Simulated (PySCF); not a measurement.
## Spinor energies of Mg⁺ (magnesium, charge +1)

Start: [Ne] 3s1; 3s1/2 filled at m_j = +1/2. Calculated with PySCF 2.14 in x2c-SVPall-2c with one added diffuse shell each of s, p type (5s5p1d, 25 functions): generalised Hartree-Fock with the X2C-1e Hamiltonian and a Gaussian nucleus; one run each with spin-orbit coupling (SO) switched off, then screened by Boettger's factors. This is a chosen level, not necessarily the ground level.

| spinor shell | electrons | ε, spin-free (eV) | ε, screened SO (eV) | weight of nominal j (screened SO) | rms radius, screened SO (bohr) |
| --- | --- | --- | --- | --- | --- |
| 1s1/2 | 2 | -1344.2 | -1344.2 | 1.000 | 0.151 |
| 2s1/2 | 2 | -111.36 | -111.36 | 1.000 | 0.756 |
| 2p1/2 | 2 | -70.726 | -70.958 | 0.942 | 0.770 |
| 2p3/2 | 4 | -70.726 | -70.611 | 0.971 | 0.771 |
| 3s1/2 | 1 | -14.628 | -14.628 | 1.000 | 3.09 |

```tsv
quantity	spin-free	screened SO
E (hartree)	-199.59686	-199.59690
M_J	1/2	1/2
⟨J²⟩	0.750	0.750
⟨L²⟩	0.000	0.000
⟨S²⟩	0.750	0.750
```

Each row is a mean over spinors that exchange with the open shell spreads, by up to 0.470 eV (2s1/2).

Without spin-orbit coupling the j labels of p, d and f shells carry no meaning; the spin-free column gives the mean over the occupied spinors of each nl shell.
